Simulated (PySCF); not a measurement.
**What binds RbS: the parts of the energy along the bond**

State: ²Π, doublet, unpaired electrons π ↑. ROHF-based CCSD(T) in PySCF 2.14 with Rb cc-pwCVDZ-X2C, S aug-cc-pVDZ-DK and Rb cc-pwCVTZ-X2C, S aug-cc-pVTZ-DK (frozen core orbitals: 19; spin-free X2C with a Gaussian nucleus). Correlation energies are extrapolated as n⁻³ (n = 2, 3), Hartree–Fock as (n+1)·exp(−9√n). All energies in eV from Rb + S.

```tsv
R (Å)	HF/CBS	CCSD corr.	(T)	total
2.5875	-1.097	-1.065	-0.1006	-2.263
2.7051	-1.394	-1.004	-0.0952	-2.493
2.8227	-1.563	-0.954	-0.0911	-2.608
2.9403	-1.641	-0.914	-0.0881	-2.643
3.0580	-1.653	-0.882	-0.0860	-2.621
3.2050	-1.608	-0.850	-0.0841	-2.542
3.3520	-1.520	-0.825	-0.0830	-2.428
```

A fit to the total gives Re = 2.9463 Å, De = 2.643 eV, ωe = 214.1 cm⁻¹, Be = 0.08361 cm⁻¹ (masses 84.9118 and 31.9721 u).

Q: At R = 2.9403 Å the CCSD correlation energy is -0.253670 hartree in the smaller basis and -0.361087 in the larger. Extrapolate it.

A: (3³·E3 − 2³·E2)/(3³ − 2³) = -0.40632 hartree; the larger basis holds 88.9 % of it.

The T1 diagnostic is 0.015. The state was picked by a PBE0 search and need not be the measured ground state. Spin–orbit coupling, excitations beyond (T) and corrections to the Born–Oppenheimer picture are left out.
